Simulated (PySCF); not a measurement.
Potential energy surface of H2B (cation, charge +1), singlet: map of symmetric stretch and bend. Scanned: B-H bond length and H-B-H angle.

Level of theory: PySCF 2.14.0 with RHF/cc-pVTZ.

Energy in mEh above the lowest grid point; x is the B-H bond length (Å), y the H-B-H angle (°).

| y \ x | 0.99 | 1.05 | 1.11 | 1.17 | 1.23 | 1.29 | 1.35 | 1.40 | 1.46 | 1.52 | 1.58 |
|---|---|---|---|---|---|---|---|---|---|---|---|
| 180 | 44.4 | 17.4 | 3.7 | 0.0 | 3.8 | 13.2 | 26.7 | 40.2 | 58.4 | 78.0 | 98.6 |
| 170 | 45.8 | 18.7 | 5.0 | 1.3 | 5.1 | 14.4 | 27.9 | 41.4 | 59.5 | 79.1 | 99.6 |
| 160 | 50.0 | 22.9 | 9.0 | 5.2 | 8.9 | 18.1 | 31.5 | 44.9 | 62.9 | 82.4 | 102.7 |
| 150 | 57.1 | 29.8 | 15.8 | 11.8 | 15.3 | 24.4 | 37.5 | 50.7 | 68.6 | 87.8 | 108.0 |
| 140 | 67.2 | 39.7 | 25.5 | 21.3 | 24.5 | 33.3 | 46.1 | 59.1 | 76.6 | 95.6 | 115.5 |
| 130 | 80.5 | 52.7 | 38.2 | 33.6 | 36.5 | 45.0 | 57.4 | 70.1 | 87.2 | 105.8 | 125.3 |
| 120 | 97.3 | 69.2 | 54.2 | 49.2 | 51.7 | 59.6 | 71.7 | 83.9 | 100.6 | 118.7 | 137.7 |
| 110 | 117.9 | 89.2 | 73.8 | 68.3 | 70.2 | 77.7 | 89.1 | 100.9 | 117.0 | 134.5 | 152.9 |
| 100 | 142.5 | 113.3 | 97.4 | 91.3 | 92.6 | 99.4 | 110.2 | 121.4 | 136.8 | 153.6 | 171.3 |
| 90 | 171.5 | 141.9 | 125.3 | 118.6 | 119.2 | 125.3 | 135.4 | 146.0 | 160.7 | 176.7 | 193.6 |
| 80 | 205.3 | 175.1 | 157.9 | 150.6 | 150.5 | 155.9 | 165.3 | 175.3 | 189.2 | 204.5 | 220.6 |
| 70 | 244.1 | 213.3 | 195.6 | 187.6 | 187.0 | 191.7 | 200.5 | 209.9 | 223.2 | 237.8 | 253.2 |

Points that lie below all their neighbours on the grid: x = 1.17, y = 180 on the edge of the grid (0.0 mEh).
